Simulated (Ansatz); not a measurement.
Cartesian coordinates (Å):
```xyz
13

C      1.7297     0.0649     0.0858
C      0.4406     0.7983     0.2703
C     -0.7671     0.2861     0.0684
C     -1.0710    -1.1108    -0.3771
O     -1.9188     1.0031     0.2490
H      1.5688    -0.9722    -0.2043
H      2.3205     0.0607     1.0049
H      2.3481     0.5296    -0.6863
H      0.5105     1.8337     0.5934
H     -2.1479    -1.2410    -0.4501
H     -0.6328    -1.3211    -1.3526
H     -0.6833    -1.8459     0.3279
H     -1.6969     1.8961     0.5336
```
Charge 0, multiplicity 1.

The numbers are results of frozen-core CCSD(T)/cc-pVTZ // CAM-B3LYP-D3(BJ)/def2-TZVP (Ansatz, a program for electronic structure), not measurements.

```yaml
HF energy: -231.05607 Ha
MP2 correlation energy: -0.92018 Ha
```

Q: Estimate the CCSD correlation energy, the (T) correction, the total energy and the T1 diagnostic.

A: 
```
Item                            Result
-----------------------  -------------
CCSD correlation energy    -0.95948 Ha
(T) correction             -0.03965 Ha
CCSD(T) total energy     -232.05520 Ha
T1 diagnostic                    0.011
```
